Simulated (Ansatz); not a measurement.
The inner images of a band of H2S + H7N3OZr (15 atoms, charge 0, multiplicity 1) are given out of order.

These are results of RHF/def2-SVP in Ansatz 0.2.0, not measurements.

First end point:

```xyz
15
Properties=species:S:1:pos:R:3
Zr -0.215 0.105 -0.089
O -0.349 -0.062 1.857
H -0.495 0.109 2.769
N 1.740 0.052 -0.727
H 2.434 -0.590 -0.380
H 2.179 0.666 -1.391
N -1.027 1.881 -0.748
H -1.738 1.983 -1.451
H -0.817 2.796 -0.386
N -1.266 -1.429 -0.984
H -2.131 -1.823 -0.654
H -0.977 -1.949 -1.795
S 1.772 -3.211 1.768
H 0.810 -3.811 1.064
H 0.959 -2.271 2.257
```

Last end point:

```xyz
15
Properties=species:S:1:pos:R:3
Zr -0.074 -0.632 -0.072
O 0.729 0.429 2.032
H 0.532 0.012 2.861
N 1.853 -0.231 -0.704
H 2.583 -0.919 -0.777
H 2.188 0.625 -1.112
N -1.260 1.045 -0.022
H -1.958 1.287 -0.702
H -1.262 1.733 0.710
N -0.888 -1.640 -1.661
H -1.824 -2.006 -1.712
H -0.417 -1.869 -2.519
S -0.246 -2.450 1.757
H -0.749 -3.466 1.053
H 1.671 0.525 1.980
```

Question: Put them in order from the first end to the last, with their energies above the first end.
A.
```xyz
15
Properties=species:S:1:pos:R:3
Zr 0.110 -0.618 -0.059
O 0.354 0.249 2.191
H -0.380 0.785 2.463
N 1.924 -0.161 -0.895
H 2.695 -0.799 -0.993
H 2.174 0.710 -1.330
N -0.946 1.176 -0.099
H -1.761 1.312 -0.671
H -0.661 2.074 0.255
N -1.037 -1.666 -1.402
H -1.541 -2.512 -1.205
H -1.160 -1.447 -2.375
S 0.340 -2.637 1.579
H 0.201 -3.674 0.754
H 0.566 -0.349 2.898
```
B.
```xyz
15
Properties=species:S:1:pos:R:3
Zr 0.177 -0.549 -0.089
O 0.002 0.022 2.184
H -0.570 0.644 2.610
N 2.017 -0.039 -0.826
H 2.793 -0.676 -0.884
H 2.251 0.799 -1.329
N -0.878 1.233 -0.305
H -1.776 1.318 -0.752
H -0.576 2.161 -0.061
N -1.071 -1.677 -1.274
H -0.981 -2.666 -1.432
H -1.734 -1.312 -1.937
S 1.036 -2.670 1.293
H -0.047 -3.443 1.153
H 0.236 -0.700 2.761
```
C.
```xyz
15
Properties=species:S:1:pos:R:3
Zr 0.012 -0.624 -0.090
O 0.657 0.440 2.056
H -0.069 0.673 2.620
N 1.878 -0.257 -0.858
H 2.573 -0.960 -1.046
H 2.260 0.638 -1.110
N -1.151 1.083 -0.001
H -1.912 1.263 -0.632
H -1.003 1.906 0.557
N -0.933 -1.665 -1.582
H -1.792 -2.180 -1.488
H -0.614 -1.757 -2.531
S -0.053 -2.488 1.711
H -0.231 -3.552 0.925
H 1.256 -0.077 2.580
```
D.
```xyz
15
Properties=species:S:1:pos:R:3
Zr 0.026 -0.265 -0.079
O -0.191 -0.309 2.039
H -0.446 0.230 2.772
N 1.954 0.071 -0.699
H 2.707 -0.592 -0.628
H 2.274 0.857 -1.238
N -0.883 1.502 -0.570
H -1.861 1.624 -0.775
H -0.439 2.401 -0.654
N -1.138 -1.622 -1.100
H -0.993 -2.616 -1.146
H -1.843 -1.379 -1.775
S 1.173 -2.614 1.446
H 0.130 -3.446 1.375
H 0.410 -1.397 2.143
```
E.
```xyz
15
Properties=species:S:1:pos:R:3
Zr -0.113 -0.017 -0.075
O -0.274 -0.216 1.887
H -0.539 0.213 2.683
N 1.858 0.149 -0.681
H 2.606 -0.487 -0.463
H 2.201 0.815 -1.353
N -0.964 1.738 -0.706
H -1.911 1.838 -1.027
H -0.539 2.649 -0.678
N -1.207 -1.500 -1.018
H -1.477 -2.400 -0.665
H -1.422 -1.483 -2.001
S 1.466 -3.054 1.592
H 0.340 -3.728 1.354
H 0.851 -2.073 2.261
```

Answer: E (+13.2 kJ/mol), D (+81.5 kJ/mol), B (+16.0 kJ/mol), A (+5.8 kJ/mol), C (-5.9 kJ/mol).

Run time: 3.7 min on 4 threads of Arm Neoverse V2 (shared host), peak memory 0.44 GiB.
